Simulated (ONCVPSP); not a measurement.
## fluorine, ONCV: configuration errors across variants

| Item | Value |
| --- | --- |
| Element | fluorine (F) |
| Generator | ONCVPSP 4.0.1 |
| Type | optimised norm-conserving Vanderbilt (ONCV) |
| Functional | PBE |
| Relativity | non-relativistic |
| Frozen core | [He] |
| Valence charge | 7 |
| Reference configuration | 2s2 2p3 (charge +2) |
| Partial waves | 2s: rc 0.80 bohr, ncon 5, nbas 8, qcut 10.1 1/bohr, 1 projector; 2p: rc 0.80 bohr, ncon 3, nbas 6, qcut 8.3 1/bohr, 2 projectors, debl 2.5 Ha; d scattering state at 0.23 Ha: rc 0.70 bohr, ncon 4, nbas 7, qcut 14.3 1/bohr, 2 projectors, debl 3.5 Ha |
| Local potential | polynomial inside 0.65 bohr (lpopt 5, dvloc0 0 Ha) |
| Core correction | Teter function fitted to the true core (icmod 2), fcfact 0.35 |

All-electron excitation energies from the reference (eV): (1) 2s2 2p5 -57.796; (2) 2s2 2p4 -38.395; (3) 2s2 2p2 60.642; (4) 2s1 2p6 -39.072.

Errors AE − PS in meV (a dash: test not solved or not reliable):

```json
{"change": "base", "(1)": "+85", "(2)": "+39", "(3)": "+69", "(4)": "+180", "bound ghosts": "none", "GHOST(+) flags above zero": "none"}
{"change": "p: qcut 4.8", "(1)": "+120", "(2)": "+57", "(3)": "+88", "(4)": "+263", "bound ghosts": "none", "GHOST(+) flags above zero": "p"}
{"change": "p: qcut 6.4", "(1)": "+110", "(2)": "+52", "(3)": "+83", "(4)": "+239", "bound ghosts": "none", "GHOST(+) flags above zero": "none"}
{"change": "p: qcut 9.1", "(1)": "+73", "(2)": "+34", "(3)": "+62", "(4)": "+153", "bound ghosts": "none", "GHOST(+) flags above zero": "none"}
{"change": "p: qcut 10", "(1)": "+62", "(2)": "+29", "(3)": "+56", "(4)": "+127", "bound ghosts": "none", "GHOST(+) flags above zero": "none"}
{"change": "p: qcut 10.8", "(1)": "+54", "(2)": "+24", "(3)": "+50", "(4)": "+108", "bound ghosts": "none", "GHOST(+) flags above zero": "none"}
{"change": "p: qcut 12.3", "(1)": "+41", "(2)": "+19", "(3)": "+42", "(4)": "+80", "bound ghosts": "none", "GHOST(+) flags above zero": "none"}
```

Q: Give the same row for: p: qcut 7.8.

A: +92, +43, +73, +196; bound ghosts: none; GHOST(+) flags above zero: none.
